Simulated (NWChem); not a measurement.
System meant: NbNH$_{2}$SF$_{2}$; SMILES [NH2][Nb]([F])([F])=[S]

NWChem input:

```
start job
memory heap 200 mb stack 900 mb global 1100 mb
geometry units angstroms noautoz
  Nb     0.014870    -0.129976     0.000000
  S      0.068296     2.029387     0.000000
  F      0.824031    -0.837576     1.542862
  F      0.824031    -0.837576    -1.542862
  N     -1.886470    -0.571559     0.000000
  H     -2.683807     0.072256     0.000000
  H     -2.214519    -1.546971     0.000000
end
basis spherical
  * library def2-svp
end
ecp
  Nb library def2-ecp
end
dft
  odft
  mult 2
  xc b3lyp
  iterations 150
  mulliken
end
task dft energy
```

End of the output:

```
 Summary of "ao basis" -> "ao basis" (spherical)
 ------------------------------------------------------------------------------
       Tag                 Description            Shells   Functions and Types
 ---------------- ------------------------------  ------  ---------------------
 Nb                         def2-svp                11       31   5s3p2d1f
 S                          def2-svp                 8       18   4s3p1d
 F                          def2-svp                 6       14   3s2p1d
 N                          def2-svp                 6       14   3s2p1d
 H                          def2-svp                 3        5   2s1p

 Summary of "ao basis" -> "ao basis" (spherical)
 ------------------------------------------------------------------------------
       Tag                 Description            Shells   Functions and Types
 ---------------- ------------------------------  ------  ---------------------
 Nb                         def2-svp                11       31   5s3p2d1f
 S                          def2-svp                 8       18   4s3p1d
 F                          def2-svp                 6       14   3s2p1d
 N                          def2-svp                 6       14   3s2p1d
 H                          def2-svp                 3        5   2s1p

      Symmetry analysis of basis
      --------------------------

        a'         66
        a"         35

  number of electrons :                   56
  multiplicity        :                    2
 ------------------------------------------------------------------------
  no. of electrons and multiplicity not compatible                  56
 ------------------------------------------------------------------------
 ------------------------------------------------------------------------
  current input line :
    25: task dft energy
 ------------------------------------------------------------------------
 ------------------------------------------------------------------------
 There is an error in the input file
 ------------------------------------------------------------------------
 For more information see the NWChem manual at https://nwchemgit.github.io

0: no. of electrons and multiplicity not compatible:Received an Error in Communication
```

Task: Can this run be used? If not, why, and what is the fix?

Result: The input was rejected before any calculation. Cause: the multiplicity doesn't fit the number of electrons (an even count wants an odd multiplicity, and the reverse). This input runs:
```
start job
memory heap 200 mb stack 900 mb global 1100 mb
geometry units angstroms noautoz
  Nb     0.014870    -0.129976     0.000000
  S      0.068296     2.029387     0.000000
  F      0.824031    -0.837576     1.542862
  F      0.824031    -0.837576    -1.542862
  N     -1.886470    -0.571559     0.000000
  H     -2.683807     0.072256     0.000000
  H     -2.214519    -1.546971     0.000000
end
basis spherical
  Nb library def2-svp
  S library def2-svp
  F library def2-svp
  N library def2-svp
  H library def2-svp
end
ecp
  Nb library def2-ecp
end
dft
  xc b3lyp
  iterations 150
  mulliken
end
task dft energy
```
It converges to -710.75583 Ha (B3LYP/def2-SVP with def2 effective core potentials on Nb).
